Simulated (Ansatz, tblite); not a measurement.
Cost and result up the ladder for SiH2Me(NHMe) (C2H9NSi) (13 atoms). The state is a singlet with charge 0. Geometry: PBE0-D4/def2-SVP.

```xyz
13

Si   -0.058    0.524   -0.673
H    -0.495    1.879   -0.207
H     1.099    0.750   -1.612
C    -1.414   -0.355   -1.622
H    -1.704    0.227   -2.511
H    -2.306   -0.497   -0.993
H    -1.076   -1.344   -1.970
N     0.322   -0.408    0.739
C     1.162    0.052    1.818
H     0.310   -1.417    0.636
H     2.247   -0.107    1.655
H     1.016    1.134    1.968
H     0.895   -0.437    2.771
```

Ansatz on 4 threads of Intel Xeon on a shared host; xTB runs through tblite on one thread. Times are rough, summed over both states, and most runs start from the orbitals of an earlier one. PBE0-D4/def2-TZVP serves as the yardstick here, not as an exact answer. The other state is a doublet.

The xTB rows come from tblite.

Raw xTB energies of ions are shifted by several eV.

```json
{"level": "GFN2-xTB", "functions": "30", "wall time": "0.01 s"}
{"level": "GFN1-xTB", "functions": "39", "wall time": "0.017 s"}
{"level": "PBE-D4/def2-TZVP (with forces)", "functions": "184", "wall time": "4.1 s"}
{"level": "PBE0-D4/def2-TZVP", "functions": "184", "wall time": "4.5 s"}
{"level": "r2SCAN-D4/def2-TZVP", "functions": "184", "wall time": "5.2 s"}
```

(1) Estimate what each level gives for the vertical IE (eV).

## Answers

(1) 
| level | vertical IE (eV) | difference from PBE0-D4/def2-TZVP (eV) |
| --- | --- | --- |
| GFN2-xTB | 13.12 | 4.42 |
| GFN1-xTB | 14.05 | 5.34 |
| PBE-D4/def2-TZVP (with forces) | 8.55 | -0.16 |
| PBE0-D4/def2-TZVP | 8.71 | 0.00 |
| r2SCAN-D4/def2-TZVP | 8.56 | -0.15 |
